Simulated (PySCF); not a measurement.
## Palladium: a sound run and one with changed settings

Sound run: Pd [Kr] 4d10, Pd⁺ [Kr] 4d9. Calculation: PySCF 2.14, in def2-SVP with the def2 core potential (28 electrons) (5s3p2d1f, 31 functions); scalar relativity through the core potential. In the sound run the correlated levels freeze 4s2 4p6 outside the core potential. The sound run starts from symmetry-adapted Hartree-Fock orbitals and uses a fine grid where one is needed.

Changed run: initial guess 1e, at most 50 SCF cycles.

| species | method | sound run (hartree) | changed run (hartree) | converged |
| --- | --- | --- | --- | --- |
| Pd | UHF | -127.00035 | -127.00035 | yes |
| Pd | B3LYP | -127.88345 | -127.88345 | yes |
| Pd | LDA | -127.60050 | -127.60050 | yes |
| Pd | MP2 | -127.22337 | -127.22337 | yes |
| Pd⁺ | UHF | -126.76992 | -126.76992 | yes |
| Pd⁺ | B3LYP | -127.56827 | -127.56827 | yes |
| Pd⁺ | LDA | -127.26257 | -127.25800 | no |
| Pd⁺ | MP2 | -126.93331 | -126.93331 | yes |

Ionisation energy of Pd:

```json
{"method": "UHF", "sound run (eV)": "6.270", "changed run (eV)": "6.270"}
{"method": "B3LYP", "sound run (eV)": "8.576", "changed run (eV)": "8.576"}
{"method": "MP2", "sound run (eV)": "7.893", "changed run (eV)": "7.893"}
{"method": "SCS-MP2", "sound run (eV)": "7.719", "changed run (eV)": "7.719"}
```

A plain start with occupations fixed only by D2h representation lets s and d (or p and f) orbitals of one representation trade places, so the SCF can reach the same state, another state or none.

For comparison, NIST gives 8.337 eV between the lowest levels.
